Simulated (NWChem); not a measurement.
Program: NWChem. System: H3O2 (+1), charge 1, spin multiplicity 1, at a geometry optimised with B3LYP/def2-SVP. The structure started from a generated list of species. Level: CR-EOMCCSD(T)/aug-cc-pVDZ, 2 core orbitals frozen.

Part of the output:

```
             Northwest Computational Chemistry Package (NWChem) 7.3.0
             --------------------------------------------------------

                                NWChem Input Module
                                -------------------

 Scaling coordinates for geometry "geometry" by  1.889725989
 (inverse scale =  0.529177249)

 Turning off AUTOSYM since
 SYMMETRY directive was detected!

                             Geometry "geometry" -> ""
                             -------------------------

 Output coordinates in angstroms (scale by  1.889725989 to convert to a.u.)

  No.       Tag          Charge          X              Y              Z
 ---- ---------------- ---------- -------------- -------------- --------------
    1 O                    8.0000    -0.65089000     0.43244600     0.00000000
    2 O                    8.0000     0.55285600    -0.36926900     0.00000000
    3 H                    1.0000    -1.33833500    -0.27630400     0.00000000
    4 H                    1.0000     1.06130200    -0.11455800     0.81312400
    5 H                    1.0000     1.06130200    -0.11455800    -0.81312400

 Effective nuclear repulsion energy (a.u.)      43.5070390857

            Nuclear Dipole moment (a.u.)
            ----------------------------
        X                 Y               Z
 ---------------- ---------------- ----------------
    -0.0000056692    -0.0000075589     0.0000000000

      Symmetry information
      --------------------

 Group name             Cs
 Group number              2
 Group order               2
 No. of unique centers     4

      Symmetry unique atoms

     1    2    3    4


 Summary of "ao basis" -> "" (spherical)
 ------------------------------------------------------------------------------
       Tag                 Description            Shells   Functions and Types
 ---------------- ------------------------------  ------  ---------------------
 *                        aug-cc-pvdz                 on all atoms

 Summary of "ao basis" -> "ao basis" (spherical)
 ------------------------------------------------------------------------------
       Tag                 Description            Shells   Functions and Types
 ---------------- ------------------------------  ------  ---------------------
 O                        aug-cc-pvdz                9       23   4s3p2d
 H                        aug-cc-pvdz                5        9   3s2p

                                 NWChem SCF Module
                                 -----------------

  ao basis        = "ao basis"
  functions       =    73
  atoms           =     5
  closed shells   =     9
  open shells     =     0
  charge          =   1.00
  wavefunction    = RHF
  use symmetry    = T
  symmetry adapt  = T

 Summary of "ao basis" -> "ao basis" (spherical)
 ------------------------------------------------------------------------------
       Tag                 Description            Shells   Functions and Types
 ---------------- ------------------------------  ------  ---------------------
 O                        aug-cc-pvdz                9       23   4s3p2d
 H                        aug-cc-pvdz                5        9   3s2p

      Symmetry analysis of basis
      --------------------------

        a'         48
        a"         25

 Forming initial guess at       0.1s

      Superposition of Atomic Density Guess
      -------------------------------------

 Sum of atomic energies:        -151.03163327

 Renormalizing density from      19.00 to     18

      Non-variational initial energy
      ------------------------------

 Total energy =    -146.179670
 1-e energy   =    -278.067519
 2-e energy   =      88.380810
 HOMO         =      -0.919826
 LUMO         =      -0.584818

      Symmetry analysis of molecular orbitals - initial
      -------------------------------------------------

  Numbering of irreducible representations:

     1 a'          2 a"

  Orbital symmetries:

     1 a'          2 a'          3 a'          4 a'          5 a"
     6 a'          7 a'          8 a'          9 a"         10 a'
    11 a'         12 a'         13 a"         14 a'         15 a'
    16 a"         17 a'         18 a'         19 a"
[...]
    11a'  (alpha) ---     8a'  (alpha)        0.5428646754
    13a'  (alpha) ---     8a'  (alpha)       -0.4444637119
    14a'  (alpha) ---     8a'  (alpha)        0.2350531142
    15a'  (alpha) ---     8a'  (alpha)       -0.1634092322
    16a'  (alpha) ---     8a'  (alpha)       -0.1186961502
    22a'  (alpha) ---     8a'  (alpha)       -0.1935128701

 Doubles contributions
 ------------------

 Excited state root  2
 Excitation energy / hartree =        0.400803167394802
                   / eV      =       10.906413746114572
 largest EOMCCSD amplitudes: R1 and R2

 Singles contributions
    10a'  (alpha) ---     8a'  (alpha)        0.7162293312
    11a'  (alpha) ---     8a'  (alpha)        0.3849353894
    13a'  (alpha) ---     8a'  (alpha)       -0.1338651520
    14a'  (alpha) ---     8a'  (alpha)       -0.1335766448
    15a'  (alpha) ---     8a'  (alpha)       -0.3163631841
    31a'  (alpha) ---     8a'  (alpha)        0.1077692979

 Doubles contributions
======= CR-EOMCCSD(T) calculation ======
corresponding R0 value =     0.015651

CR-EOMCCSD(T) Intermediates cpu wall time             1.5            1.5
 cr_N i1_1 nr of boxes                    33
 cr_N i1_2 nr of boxes                    72
 creom_N i2_1 nr of boxes                    33
 creom_N i2_2 nr of boxes                    72
 creom_N i2_3 nr of boxes                    33
 creom_N i2_4 nr of boxes                    72

CR-EOMCCSD(T) triples loop cpu wall            13.7           13.7

 CR-EOMCCSD(T)  total energy / hartree       =      -151.199004342180700
 CR-EOMCCSD(T)  excitation energy (eV)       =      8.03742

======= CR-EOMCCSD(T) calculation ======
corresponding R0 value =    -0.013000

CR-EOMCCSD(T) Intermediates cpu wall time             1.6            1.6
 cr_N i1_1 nr of boxes                    33
 cr_N i1_2 nr of boxes                    72
 creom_N i2_1 nr of boxes                    33
 creom_N i2_2 nr of boxes                    72
 creom_N i2_3 nr of boxes                    33
 creom_N i2_4 nr of boxes                    72

CR-EOMCCSD(T) triples loop cpu wall            12.9           12.9

 CR-EOMCCSD(T)  total energy / hartree       =      -151.092660382440386
 CR-EOMCCSD(T)  excitation energy (eV)       =     10.93119

 =========================================
 Excited-state calculation ( a"  symmetry)
 =========================================
 Dim. of EOMCC iter. space      500

 EOMCCSD SOLVER TYPE  1
  maxdiff =   0.71695956043695985

 No. of initial right vectors    2

 EOM-CCSD right-hand side iterations
 --------------------------------------------------------------
      Residuum       Omega / hartree  Omega / eV    Cpu    Wall
 --------------------------------------------------------------

 Iteration   1 using    2 trial vectors
   0.7665439653278   0.4748632163963   12.92169
   0.7244320214743   0.5524087327012   15.03181     0.8     0.8

 Iteration   2 using    4 trial vectors
   0.2196679556277   0.2994550932202    8.14859
   0.1552105748816   0.3875021416303   10.54447     0.7     0.7

 Iteration   3 using    6 trial vectors
   0.1632256680465   0.2527993360592    6.87902
   0.1176631855611   0.3671529869353    9.99075     0.7     0.7

 Iteration   4 using    8 trial vectors
   0.0813473083055   0.2292882806923    6.23925
   0.0557560860788   0.3575495364217    9.72942     0.8     0.8

 Iteration   5 using   10 trial vectors
   0.0444757524361   0.2259397013024    6.14813
   0.0258472137911   0.3546541044127    9.65063     0.9     0.9

 Iteration   6 using   12 trial vectors
   0.0210222013879   0.2250581331379    6.12415
   0.0115523073034   0.3544997989555    9.64643     0.9     0.9

 Iteration   7 using   14 trial vectors
   0.0082713210688   0.2247329585453    6.11530
   0.0061594098374   0.3543763568686    9.64308     0.9     0.9

 Iteration   8 using   16 trial vectors
   0.0030035595765   0.2247479046634    6.11570
   0.0033769282197   0.3543593913814    9.64261     0.8     0.8

 Iteration   9 using   18 trial vectors
   0.0012453029189   0.2247214330360    6.11498
   0.0017271516791   0.3543510426772    9.64239     0.8     0.8

 Iteration  10 using   20 trial vectors
   0.0004455593677   0.2247228487093    6.11502
   0.0008353988035   0.3543414769703    9.64213     0.8     0.8

 Iteration  11 using   22 trial vectors
   0.0001357503181   0.2247233424002    6.11504
   0.0003658544658   0.3543463193395    9.64226     0.8     0.8

 Iteration  12 using   24 trial vectors
   0.0000486549544   0.2247229652255    6.11503
   0.0001889656514   0.3543454438925    9.64223     0.8     0.8

 Iteration  13 using   26 trial vectors
   0.0000178909183   0.2247233089137    6.11503
   0.0000917902378   0.3543443930778    9.64221     0.8     0.8

 Iteration  14 using   28 trial vectors
   0.0000074583017   0.2247232905824    6.11503
   0.0000452096816   0.3543453706163    9.64223     0.8     0.8

 Iteration  15 using   29 trial vectors
   0.0000074091472   0.2247232897855    6.11503
   0.0000202198291   0.3543448612490    9.64222     0.4     0.4

 Iteration  16 using   30 trial vectors
   0.0000073709932   0.2247232861784    6.11503
   0.0000102393847   0.3543449689563    9.64222     0.4     0.4

 Iteration  17 using   31 trial vectors
   0.0000073365825   0.2247232761715    6.11503
   0.0000054310517   0.3543449691830    9.64222     0.4     0.4
 --------------------------------------------------------------
 Iterations converged
 ------------------

 Excited state root  1
 Excitation energy / hartree =        0.224723276171541
                   / eV      =        6.115034080793483
 largest EOMCCSD amplitudes: R1 and R2

 Singles contributions
    10a'  (alpha) ---     9a"  (alpha)        0.4362870556
    11a'  (alpha) ---     9a"  (alpha)       -0.5536090579
    13a'  (alpha) ---     9a"  (alpha)        0.4493463744
    14a'  (alpha) ---     9a"  (alpha)       -0.2746077629
    15a'  (alpha) ---     9a"  (alpha)        0.1810238419
    16a'  (alpha) ---     9a"  (alpha)        0.1419063503
    18a'  (alpha) ---     9a"  (alpha)       -0.1088961786
    22a'  (alpha) ---     9a"  (alpha)        0.2067534914

 Doubles contributions
 ------------------

 Excited state root  2
 Excitation energy / hartree =        0.354344969182968
                   / eV      =        9.642221312480045
 largest EOMCCSD amplitudes: R1 and R2

 Singles contributions
    10a'  (alpha) ---     9a"  (alpha)       -0.6782467467
    11a'  (alpha) ---     9a"  (alpha)       -0.4734404434
    14a'  (alpha) ---     9a"  (alpha)        0.1514282739
    15a'  (alpha) ---     9a"  (alpha)        0.3088865874

 Doubles contributions
======= CR-EOMCCSD(T) calculation ======
corresponding R0 value =     0.000000

CR-EOMCCSD(T) Intermediates cpu wall time             1.0            1.0
 creom_N i2_1 nr of boxes                    33
 creom_N i2_2 nr of boxes                    72
 creom_N i2_3 nr of boxes                    33
 creom_N i2_4 nr of boxes                    72

CR-EOMCCSD(T) triples loop cpu wall             8.3            8.3

 CR-EOMCCSD(T)  total energy / hartree       =      -151.277266276444863
 CR-EOMCCSD(T)  excitation energy (eV)       =      5.90781

======= CR-EOMCCSD(T) calculation ======
corresponding R0 value =     0.000000

CR-EOMCCSD(T) Intermediates cpu wall time             1.0            1.0
 creom_N i2_1 nr of boxes                    33
 creom_N i2_2 nr of boxes                    72
 creom_N i2_3 nr of boxes                    33
 creom_N i2_4 nr of boxes                    72

CR-EOMCCSD(T) triples loop cpu wall             8.2            8.2

 CR-EOMCCSD(T)  total energy / hartree       =      -151.140717161378888
 CR-EOMCCSD(T)  excitation energy (eV)       =      9.62350

 Task  times  cpu:       88.0s     wall:       88.0s

 Total times  cpu:       88.0s     wall:       88.0s
```

Problem. Write an NWChem input that would produce this output.

Solution. Several could match; the one computed here: 
```
start mol
memory heap 100 mb stack 700 mb global 1900 mb
charge 1
geometry units angstroms nocenter noautoz
  O     -0.650890     0.432446     0.000000
  O      0.552856    -0.369269     0.000000
  H     -1.338335    -0.276304     0.000000
  H      1.061302    -0.114558     0.813124
  H      1.061302    -0.114558    -0.813124
  symmetry group Cs
end
basis spherical
  * library aug-cc-pvdz
end
scf
  rhf
  nopen 0
  maxiter 100
  thresh 1e-7
  semidirect memsize 60000000 filesize 0
end
tce
  freeze core 2
  creomsd(t)
  nroots 2
  2eorb
  2emet 13
  thresh 1e-5
  maxiter 200
  tilesize 24
end
task tce energy
```
